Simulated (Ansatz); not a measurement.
Basis sets compared for Cd(OH)2 (CdO2H2). Total charge 0; singlet. Geometry PBE0-D4/def2-TZVP. Ansatz on 4 threads of Arm Neoverse V1 on a shared host; times are rough, and most runs start from earlier orbitals.

Cartesian coordinates in Å:
```
Cd -0.054 0.122 -0.113
O -1.204 0.979 1.219
H -0.769 1.079 2.068
O 1.042 -0.611 -1.560
H 0.985 -1.568 -1.614
```

In the def2 sets Cd takes a core potential, while STO-3G treats all electrons; there is no spin–orbit coupling.

STO-3G and 6-31G are all-electron sets without relativity, so their totals don't compare with the def2 sets.

Binding counts from free atoms (Cd singlet, O triplet, H doublet) in the same basis, without a counterpoise term.

```tsv
level	functions	energy (Eh)	HOMO (eV)	LUMO (eV)	binding per atom (eV)	wall time
HF/STO-3G	39	-5560.4506	-7.61	9.00	–	0.2 s
PBE-D4/def2-SVP	69	-319.1011	-6.11	-2.06	2.87	0.45 s
PBE0-D4/def2-SVP	69	-319.0846	-7.77	-1.19	2.72	0.65 s
```

**Question.** Estimate the rows for HF/def2-TZVP, PBE-D4/def2-TZVP (with forces), PBE0-D4/def2-TZVP.

**Answer.** 
| level | functions | energy (Eh) | HOMO (eV) | LUMO (eV) | binding per atom (eV) | wall time |
| --- | --- | --- | --- | --- | --- | --- |
| HF/def2-TZVP | 114 | -317.8128 | -12.23 | 1.27 | 1.62 | 0.35 s |
| PBE-D4/def2-TZVP (with forces) | 114 | -319.3393 | -6.50 | -2.31 | 2.89 | 0.7 s |
| PBE0-D4/def2-TZVP | 114 | -319.3194 | -8.12 | -1.43 | 2.75 | 0.95 s |
